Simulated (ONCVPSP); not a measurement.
# Configuration tests for technetium (ONCV)

technetium, optimised norm-conserving Vanderbilt (ONCV), made with ONCVPSP 4.0.1 (LDA (Perdew-Zunger), fully relativistic). Core [Ar] 3d10, reference 4s2 4p6 4d5 5s2. Waves: 4s+5s: rc 1.85 bohr, ncon 4, nbas 7, qcut 7.7 1/bohr, 2 projectors; 4p: rc 1.15 bohr, ncon 4, nbas 7, qcut 8.3 1/bohr, 1 projector; 4d: rc 2.40 bohr, ncon 4, nbas 9, qcut 5.4 1/bohr, 3 projectors, debl 2.1 Ha. Local part: polynomial inside 0.95 bohr (lpopt 5, dvloc0 6 Ha). Core correction: polynomial model core, fcfact 0.35.

Open shells are filled in proportion to 2j + 1.

Energies are relative to the spin-unpolarised reference configuration 4s2 4p6 4d5 5s2; without spin polarisation the order of configurations can differ from experiment.

```
valence configuration  charge  ΔE all-electron (eV)  error AE − PS (meV)
      4s2 4p6 4d5 5s0      +2                23.635                 -2.3
      4s2 4p6 4d4 5s0      +3                52.559                  +24
  4s2 4p6 4d5 5s0 5p1      +1                13.108                  +47
```

Task: What are ΔE and the potential's error for 4s2 4p6 4d5 5s1?

Result: ΔE = 8.432 eV all-electron; the error (AE − PS) is +0.2 meV.

Levels in the configuration 4s2 4p6 4d5 5s0:

```tsv
level	all-electron (eV)	pseudo (eV)
4s j=1/2	-89.682	-89.824
4p j=3/2	-60.766	-60.836
4p j=1/2	-63.763	-63.840
4d j=5/2	-22.610	-22.636
4d j=3/2	-22.920	-22.948
```

These tests converged, but a pseudo level misses the all-electron one widely, so the file describes the atom poorly there or has found another state: 4s2 4p6 4d5 5s0 5p1: empty 5s by 6.2 eV.
